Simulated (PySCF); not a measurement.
Input for PySCF:
```python
from pyscf import gto, scf, dft

mol = gto.M(
    atom='''
F     1.28249365   -1.06843622   -0.11172530
Ge   -0.00000000   -0.00000000   -0.00000000
F     0.58041552    1.56903814    0.00809899
F    -1.01772117   -0.21135552   -1.31087792
F    -0.84518800   -0.28924641    1.41450423
''',
    basis='def2-svp',
    verbose=4,
)

mf = dft.RKS(mol)
mf.xc = 'camb3lyp'
mf.kernel()
```

Q: What does this run give for the Mulliken (on the basis functions themselves) charges in atom order, total energy, nuclear repulsion energy, HOMO energy, HOMO-LUMO gap?

A: 
```
Item                                                                                                          Result
------------------------------------------------------------------  ------------------------------------------------
Mulliken (on the basis functions themselves) charges in atom order  F1 -0.33, Ge2 1.33, F3 -0.33, F4 -0.33, F5 -0.33
total energy                                                                                           -2475.9666 Eh
nuclear repulsion energy                                                                                 458.5272 Eh
HOMO energy                                                                                                -13.99 eV
HOMO-LUMO gap                                                                                               13.76 eV
```

Q: Roughly what does it cost on one core?

A: roughly 24 core-seconds.
